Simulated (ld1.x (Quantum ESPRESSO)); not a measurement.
**Varying the TM potential for Pt**

Base potential:

ld1.x (Quantum ESPRESSO) 7.5 input, shortened:

```
&input
   title='Pt', zed=78., rel=1, dft='PBESOL', iswitch=3,
   config='[Xe] 4f14 5d9 6s0.5 6p0'
 /
 &inputp
   pseudotype=2, tm=.true., lloc=-2, rcloc=1.65,
   nlcc=.true., new_core_ps=.true., rcore=1.35
 /
3
6S  1  0   0.50   0.00  2.50  2.50  0.0
6P  2  1   0.00   0.00  2.90  2.90  0.0
5D  3  2   9.00   0.00  2.05  2.05  0.0
 &test
   configts(1)='5d9 6s0.5 6p0'
 /
```

All-electron outer shells of the reference configuration (PBEsol, scalar-relativistic, ld1.x):

| shell | level (eV) | outermost node (bohr) | outermost maximum (bohr) |
| --- | --- | --- | --- |
| 4f | -74.08 | – | 0.38 |
| 5p | -60.03 | 0.53 | 0.98 |
| 5d | -10.11 | 0.57 | 1.26 |
| 6s | -9.20 | 1.14 | 2.32 |
| 6p | -3.52 | 1.36 | 3.26 |

Cutoffs, loose and tight: the cutoffs (Ry, on a coarse ladder) from which the occupation-weighted sum of valence levels, in a spherical-Bessel basis at the reference potential, stays within 10 and 1 mRy of its value at 400 Ry. They do not see the model core or the augmentation charge, which bear on the density cutoff. Test errors are all-electron minus pseudo excitation energies from the reference, over the configurations 5d9 6s1 6p0; 5d9 6s0 6p0; 5d8 6s0 6p0; 5d8 6s2 6p0; 5d7 6s0 6p0; 5d9.5 6s0.5 6p0; 5d8 6s1 6p0. A dash means not determined; rows that change the core or the reference have their own tests. The largest error is taken over the tests solved by every variant that gives reliable tests at all: 5d7 6s0 6p0; 5d8 6s0 6p0; 5d8 6s2 6p0; 5d9 6s0 6p0; 5d9 6s1 6p0; 5d9.5 6s0.5 6p0.

A true bound ghost makes a file unfit for plane-wave use even where its test errors are small: the radial tests pick states by their node count and pass the ghost by. Where a test does run into it, the solver fails or the error is huge.

```tsv
change	outcome	cutoff, loose	cutoff, tight	bound ghosts	largest test error (meV)
base	generated	40 Ry	50 Ry	s	-200
local potential the d channel	generated	40 Ry	50 Ry	s, p	-190
functional PBE	generated	40 Ry	50 Ry	s	-204
wave 6p (bound): rc 2.90 bohr becomes 6p (bound): rc 4.08 bohr	generated	40 Ry	50 Ry	s	-200
wave 6s (bound): rc 2.50 bohr becomes 6s (bound): rc 1.80 bohr	generated	40 Ry	60 Ry	s	-210
wave 5d (bound): rc 2.05 bohr becomes 5d (bound): rc 2.50 bohr	generated	35 Ry	40 Ry	s	-188
```

What comes out with this change to the base: all radii but the core radius scaled by about 1.07 (s 2.68, p 3.12, d 2.20 bohr); local potential all-electron potential smoothed inside 1.76 bohr (lloc = -2)?

outcome: generated; cutoff, loose: 40 Ry; cutoff, tight: 45 Ry; bound ghosts: s; largest test error (meV): -219.

What comes out with this change to the base: type ultrasoft; waves now 6s (bound): rcut 2.15, rcutus 2.50 bohr; 6s channel at 2.9 Ry: rcut 2.15, rcutus 2.50 bohr; 6p (bound): rcut 2.50, rcutus 2.90 bohr; 6p channel at 3 Ry: rcut 2.50, rcutus 2.90 bohr; 5d (bound): rcut 1.80, rcutus 2.05 bohr; 5d channel at 4.55 Ry: rcut 1.80, rcutus 2.05 bohr; local potential all-electron potential smoothed inside 2.05 bohr (lloc = -1); augmentation PSQ, inside the norm-conserving radii?

outcome: generated; cutoff, loose: 25 Ry; cutoff, tight: 40 Ry; bound ghosts: none; largest test error (meV): -394.
